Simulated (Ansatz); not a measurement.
Energy needed to pull apart CH5AsSi (SMILES C=[SiH][AsH2]), closed shell, into free ground-state atoms, from the structure below (displaced at random from a GFN2-xTB minimum); no zero-point or spin–orbit terms; open-shell atoms are treated unrestricted, in their ground-state multiplicity.

```
8
angstrom
C -1.1371 1.1303 -0.8164
Si 0.3106 0.5547 0.1794
As 1.2094 -1.7838 -0.1290
H -1.6639 0.5836 -1.5733
H -1.5883 2.2177 -0.6511
H 1.0515 1.4688 1.1381
H 1.8828 -1.7276 1.2559
H -0.1032 -2.3647 0.6618
```

Computed with Ansatz 0.2.0 (basis: def2-TZVPP); correlated methods freeze the cores. Filled d shells of the heavier atoms are correlated. The def2 sets are not built for correlating such inner shells, so the correlated values are less sure here.

```tsv
method	atomization energy (eV)
PBE-D4	24.72
r2SCAN-D4	24.36
PBE0-D4	24.12
r2SCANh-D4	?
r2SCAN0-D4	23.84
wB97M-V	24.14
HF	16.52
MP2	23.36
CCSD	?
CCSD(T)	23.61
```

(1) What does r2SCANh-D4 give? (To be estimated.)

(2) What does CCSD give? (Judge from chemistry; the value comes from the calculation.)

T1 diagnostic: at most 0.015. The restricted Hartree–Fock reference is unstable towards an unrestricted one here.

## Answers

(1) Computed: 24.14 eV, which is about 0.53 eV more than CCSD(T)/def2-TZVPP.

(2) Computed: 23.12 eV, which is about 0.49 eV less than CCSD(T)/def2-TZVPP.

In triple zeta the MP2 and coupled-cluster atomization energies are still short of their basis limit by a few kcal/mol a bond, whereas those of the functionals are nearly converged, so these differences are not deviations from converged CCSD(T).

For scale, one of the runs: CCSD(T)/def2-TZVPP forces, 191 basis functions (an equivalent command: `ansatz run in.yaml --threads 4`). Hardware: 4 CPU threads, shared host. Wall time 2.1 min; peak host memory 3.8 GiB.
